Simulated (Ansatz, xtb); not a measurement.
# Relative energy of two isomers of C2HBeO

We compare X, `[Be][O]C#C`, a doublet, with Y, `[BeH][C]=C=O`, a doublet. Both are isolated molecules in the gas phase, relaxed with BLYP-D3(BJ)/def2-SVP.

X (Å):

```xyz
5

C     0.0000    0.0000   -1.3205
C     0.0000    0.0000   -0.0977
Be    0.0000    0.0000    2.6278
O     0.0000    0.0000    1.1879
H     0.0000    0.0000   -2.3975
```

Y (Å):

```yaml
atoms:
  - { symbol: C, position_ang: [0.0000, 0.0000, -0.1543] }
  - { symbol: C, position_ang: [0.0000, 0.0000, -1.4580] }
  - { symbol: Be, position_ang: [0.0000, 0.0000, 1.4665] }
  - { symbol: O, position_ang: [0.0000, 0.0000, -2.6480] }
  - { symbol: H, position_ang: [0.0000, 0.0000, 2.7938] }
```

Energies in hartree; the thermal terms are from BLYP-D3(BJ)/def2-SVP harmonic frequencies (ideal gas, rigid rotor, one conformer each, 298.15 K, 1 atm) and include the zero-point energy:

|  | X | Y |
| --- | --- | --- |
| E, CCSD(T)/def2-TZVP | −166.422852 | −166.420020 |
| zero-point energy | 0.023185 | 0.020604 |
| H(298 K) − E | 0.028854 | 0.025932 |
| G(298 K) − E | −0.001714 | −0.003859 |

Work out ΔE, ΔE₀, ΔH and ΔG for X → Y in kJ/mol (1 Eh = 2625.50 kJ/mol) and the equilibrium ratio [Y]/[X].

1. ΔE = −166.420020 − (−166.422852) = +0.002832 Eh = +7.44 kJ/mol.
2. ΔE₀ = ΔE + ΔZPE = +0.002832 + (−0.002581) Eh = +0.66 kJ/mol.
3. ΔH = ΔE + (−0.002922) Eh = −0.24 kJ/mol.
4. ΔG = ΔE + (−0.002145) Eh = +1.80 kJ/mol, so ΔS = (ΔH − ΔG)/T = −6.8 J/(mol K).
5. kT = 0.9442 mEh, so K = [Y]/[X] = exp(−ΔG/kT) = exp(−0.73) ≈ 0.48.

The two are too close for this level to say which is favoured. An error of 4 kJ/mol in ΔG would change K by a factor of 5. GFN2-xTB, r2SCAN-D4/def2-SVP, BLYP-D3(BJ)/def2-SVP, HF/def2-TZVP gave ΔE the other sign. Mirror images and further conformers aren't counted.

As drawn, Y has 1 C–Be, 1 C=C, 1 C=O, 1 Be–H in place of 1 Be–O, 1 C–O, 1 C≡C, 1 C–H.

Other levels gave ΔE = −6.4 (GFN2-xTB); +55.6 (HF/STO-3G, GFN2-xTB geometries); −21.2 (r2SCAN-D4/def2-SVP, GFN2-xTB geometries); −30.5 (BLYP-D3(BJ)/def2-SVP); −5.7 (HF/def2-TZVP); +42.4 (MP2/def2-TZVP) kJ/mol. Open shells are spin-unrestricted. The correlated steps freeze 3 core orbitals; the last core shell of Be is correlated, in a basis made for valence electrons. Programs: Ansatz 0.2.0, xtb 6.7.1.
